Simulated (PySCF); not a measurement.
# C₆ coefficients of unlike pairs at PBE

Calculated with PySCF 2.14 from the dipole response of each species, C₆(A,B) = (3/π) ∫ α_A(iu) α_B(iu) du, in atomic units, from isotropic polarisabilities. For ions this is the dispersion term alone; charge-induced terms of lower order in 1/R come first.

```csv
species,configuration,basis,relativity,α (bohr³),C₆ (like pair)
N(2+),[He] 2s2 2p1 (2P),dyall-acv3z (15s9p4d2f),spin-free X2C,2.581,3.661
Mo,[Kr] 4d5 5s1 (7S),"aug-cc-pVTZ-PP with one added diffuse shell each of s, p, d, f, g type with ECP28MDF (7s7p6d4f3g)",core potential,74.19,782.3
Rh(3+),[Kr] 4d6 (5D),aug-cc-pwCVDZ-PP with ECP28MDF (6s6p5d3f),core potential,4.810,22.01
Al(2+),[Ne] 3s1 (2S),aug-cc-pCVQZ-DK (10s9p7d5f3g),spin-free X2C,13.51,36.08
```

Estimate C₆ for Mo with N(2+).

The integral gives 46.45. The combination rule 2 C_A C_B / (C_A α_B/α_A + C_B α_A/α_B) gives 43.24 and the geometric mean 53.51.

No spin-orbit coupling is included.

The other pairs:

| pair | C₆ |
| --- | --- |
| Rh(3+), Mo | 99.68 |
| Al(2+), Rh(3+) | 21.97 |
| Rh(3+), N(2+) | 8.718 |
| Al(2+), N(2+) | 10.24 |
| Al(2+), Mo | 166.7 |
